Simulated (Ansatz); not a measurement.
`C[SiH](O)[SnH3]` + H–F → `C[SiH](O)F` + `[SnH4]`  (cleavage of the Si–Sn bond)

Program: Ansatz. Geometries: PBE0-D4/def2-TZVP. ΔE: electronic, gas phase. CCSD(T)/CBS is the MP2 limit (def2-TZVPP, def2-QZVPP) plus CCSD(T) − MP2 in def2-TZVPP, frozen cores. This one scheme is used for every species. DFT in def2-TZVPP. def2 core potentials past Kr. For Sn outer-core shells are correlated without core-valence functions, which leaves a few kJ/mol of doubt a bond. Each species was taken in one conformer, which may not be the lowest.

| level | ΔE (eV) |
| --- | --- |
| PBE-D4 | -1.29 |
| MP2/def2-TZVPP | -1.48 |

(1) What does CCSD(T)/CBS give? (Estimate.)

Largest T1 diagnostic among the species: 0.013.

Results:

(1) Ansatz gave: -1.42 eV. The listed levels differ from it by 0.13, -0.06 eV.

In def2-TZVPP, CCSD(T) changes the Hartree–Fock value by +0.33 eV (the triples alone add +0.04 eV) and MP2 by +0.36 eV. The D4 term adds +0.10 eV with B3LYP and +0.06 eV with PBE0; it sums over pairs of atoms, weighted by their polarisabilities, and B3LYP, whose exchange is more repulsive, gets the larger term.

B3LYP here is the variant with VWN-RPA as its local correlation; programs differ in this.
